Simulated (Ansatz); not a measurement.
`[NH2][Al]([F])[NH][SiH3]` + `[NH2][Sc]([OH])[O][SiH3]` → `[NH2][Sc]([O][SiH3])[O][SiH3]` + `[NH2][Al]([NH2])[F]`  (ligand exchange at the Si–N bond)

Computed with Ansatz on PBE0-D4/def2-TZVP structures; ΔE is electronic, products minus reactants. CCSD(T)/CBS adds triple-zeta CCSD(T) − MP2 to the extrapolated MP2 energy (def2 sets, frozen cores). This one scheme is used for every species. DFT in def2-TZVPP. For Sc outer-core shells are correlated without core-valence functions, which leaves a few kJ/mol of doubt a bond. Scalar relativity is left out up to krypton. One conformer a species, not always the lowest.

`[NH2][Al]([F])[NH][SiH3]`:

Cartesian coordinates in Å:
```
N -1.546 1.478 -0.068
Al -0.345 0.864 1.052
F -0.246 1.520 2.563
N 0.785 -0.441 0.643
Si 0.930 -1.324 -0.828
H -2.197 2.215 0.144
H -1.680 1.143 -1.008
H 1.434 -0.709 1.371
H 0.686 -2.783 -0.648
H -0.093 -0.786 -1.765
H 2.272 -1.176 -1.456
```

`[NH2][Sc]([OH])[O][SiH3]`:

Cartesian coordinates in Å:
```
N -0.980 1.473 1.806
Sc -0.201 1.067 0.031
O 0.020 2.504 -1.142
O 0.256 -0.749 -0.326
Si 0.678 -2.271 -0.704
H -1.160 0.807 2.546
H -1.269 2.384 2.139
H 0.210 3.091 -1.868
H 2.015 -2.604 -0.138
H 0.743 -2.457 -2.182
H -0.312 -3.245 -0.162
```

`[NH2][Sc]([O][SiH3])[O][SiH3]`:

Cartesian coordinates in Å:
```
N 2.374 0.396 -1.245
Sc 0.644 0.108 -0.337
O -0.070 1.535 0.691
Si -0.764 2.689 1.605
O -0.199 -1.579 -0.549
Si -1.011 -2.984 -0.674
H 2.867 -0.276 -1.821
H 2.932 1.240 -1.221
H -2.141 2.289 2.009
H 0.036 2.927 2.839
H -0.853 3.969 0.850
H -0.064 -4.133 -0.733
H -1.910 -3.183 0.497
H -1.841 -2.998 -1.910
```

`[NH2][Al]([NH2])[F]`:

Cartesian coordinates in Å:
```
N -1.034 -0.580 -1.039
Al 0.327 0.281 -0.334
N 0.695 0.290 1.385
F 1.318 1.132 -1.345
H -1.245 -0.586 -2.023
H -1.705 -1.131 -0.532
H 0.171 -0.187 2.099
H 1.473 0.782 1.790
```

| level | ΔE (kJ/mol) |
| --- | --- |
| PBE | -49.4 |
| r2SCAN | -54.1 |
| MP2/def2-QZVPP | -55.2 |
| HF/CBS(def2) | -69.9 |

(1) What does CCSD(T)/CBS give? (An estimate is asked.)

Largest T1 diagnostic among the species: 0.015.

Results:

(1) Computed: -56.0 kJ/mol. The listed levels differ from it by 6.6, 1.9, 0.8, -13.9 kJ/mol.

In def2-TZVPP, CCSD(T) changes the Hartree–Fock value by +13.4 kJ/mol (the triples alone add +1.9 kJ/mol) and MP2 by +14.2 kJ/mol.
